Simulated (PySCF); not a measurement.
An unknown is described by computed data only.

Formula: C6H8OSi.

* Valence photoelectron: vertical ionisation energy: 8.46 eV [ΔSCF PBE0/def2-SVPD]
* Dipole: 0.70 D [PBE0/def2-SVPD]
* NMR, other nuclei: isotropic shieldings of nuclei other than C and H, by class: 243 (1 O), 383 (1 Si) ppm [GIAO CAM-B3LYP/pcSseg-1]
* Rotational structure: rotational constants A, B, C: 4.862, 1.029, 0.858 GHz [PBE0-D3(BJ)/def2-SVP]
* UV, first state: lowest singlet excitation: 5.20 eV (239 nm, f = 0.022) [TDDFT PBE0/def2-SVPD]
* Triplet: lowest triplet excitation (Tamm–Dancoff): 4.01 eV [TDA PBE0/def2-SVPD]
* 13C NMR: chemical shifts (computed TMS as zero) by class: 167.2 (1 C), 139.3 (2 C), 129.4 (1 C), 124.7 (2 C) ppm [GIAO CAM-B3LYP/pcSseg-1]
* Polarisability: 99.6 au [PBE0/def2-SVPD]
* 1H NMR: chemical shifts (computed TMS as zero) by class: 7.37 (2 H), 7.03 (1 H), 6.91 (2 H), 4.94 (3 H) ppm [GIAO CAM-B3LYP/pcSseg-1]

Electronic properties: PySCF, gas phase, density fitting. Levels stand in brackets. The structure is a single PBE0-D3(BJ)/def2-SVP conformer in the gas phase; no vibrational or solvent corrections. NMR classes are plain means over equivalent atoms (diastereotopic ones count apart unless rotation or inversion swaps them), as if these changed places fast.

Question: Give a SMILES that accounts for the data.

Answer: Numbering: `[SiH3:1][O:2][c:3]1[cH:4][cH:5][cH:6][cH:7][cH:8]1`. Its formula, C6H8OSi, gives 4 degrees of unsaturation: 1 ring and 3 π bonds in the structure found (Kekulé form). 6 carbons fall into 4 classes; from least to most shielded: aromatic carbon bearing oxygen [C3] (167.2 ppm), aromatic CH carbon [C5/C7] (139.3 ppm, 2 C), aromatic CH carbon [C6] (129.4 ppm), aromatic CH carbon [C4/C8] (124.7 ppm, 2 C, up to 7.3 ppm apart in this geometry). Hydrogen classes from least to most shielded: 2 H on the meta carbons, C5/C7 (7.37 ppm), 1 H on the para carbon, C6 (7.03 ppm), 2 H on the ortho carbons, C4/C8 (6.91 ppm), 3 H on an oxygen-bound silicon, Si1 (4.94 ppm). The other shieldings belong to: 243 ppm, silyl ether oxygen [O2]; 383 ppm, oxygen-bound silicon [Si1]. S1 is mainly HOMO→LUMO (weight 0.77); the largest Löwdin shares of the orbital it empties are 0.21 on an aromatic CH carbon, 0.18 on the silyl ether oxygen, 0.17 on the aromatic carbon bearing oxygen and 0.12 on an aromatic CH carbon, of the orbital it fills 0.19 on each of 2 atoms of one kind (aromatic CH carbon), 0.18 on an aromatic CH carbon and 0.17 on an aromatic CH carbon. By its constants the optimised geometry is an asymmetric top. Structure: `[SiH3]Oc1ccccc1`. The assignments are read from this structure; whether some other isomer fits the data as well wasn't checked.

Shape of the structure used: `[SiH3:1][O:2][c:3]1[cH:4][cH:5][cH:6][cH:7][cH:8]1`: Si1–O2–C3–C4 178°.
